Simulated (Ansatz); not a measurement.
Coupled-cluster diagnostics for the cluster HfS₂⁺ (the lowest doublet isomer of a short search), Ansatz.

Geometry of the doublet (PBE-D4/def2-TZVP):

```xyz
3

Hf    1.0396    0.1175    0.1302
S    -0.5156    1.0922   -1.1369
S    -0.5239   -1.2097    1.0067
```

In the def2 sets Hf takes a core potential; there is no spin–orbit coupling. Correlated methods freeze 10 core orbitals; core or outer-core shells of Hf are correlated, in sets that lack core-valence functions. In CCSD on the charge 1 quartet the largest single amplitude is 0.29, so its Hartree–Fock determinant may place the open shell otherwise than the density functionals do. The structure comes from a short search, and lower isomers may exist.

Geometry of the charge 1 quartet (PBE-D4/def2-TZVP):

```xyz
3

Hf    0.834    0.437   -0.805
S     0.539   -0.176    1.416
S    -1.373   -0.261   -0.611
```

Q: Estimate the CCSD(T) correlation energy, the shares of MP2 and (T), T1 and the reference's ⟨S²⟩ for: charge 1, doublet, own geometry in def2-TZVPP; charge 1, quartet, own geometry in def2-TZVPP; and the rough time on 4 threads of Arm Neoverse V2 on a shared host.

A: 
```
                          state       basis  correlation (eV)  MP2 share (%)  (T) share (%)     T1  ⟨S²⟩ (pure)  wall time                        remarks
charge 1, doublet, own geometry  def2-TZVPP           -18.393           90.5            6.3  0.041  1.00 (0.75)        9 s  spin-contaminated (⟨S²⟩ 1.00)
charge 1, quartet, own geometry  def2-TZVPP           -17.466           88.5            6.0  0.055  3.82 (3.75)       16 s               large T1 (0.055)
```
Customary marks for T1 are 0.02 (closed shells), 0.045 (open shells) and about 0.05 (3d metals). T1 exceeds 0.02 in 2 of 2 rows and 0.045 in 1; the higher it lies, the less the single-reference result can be trusted.
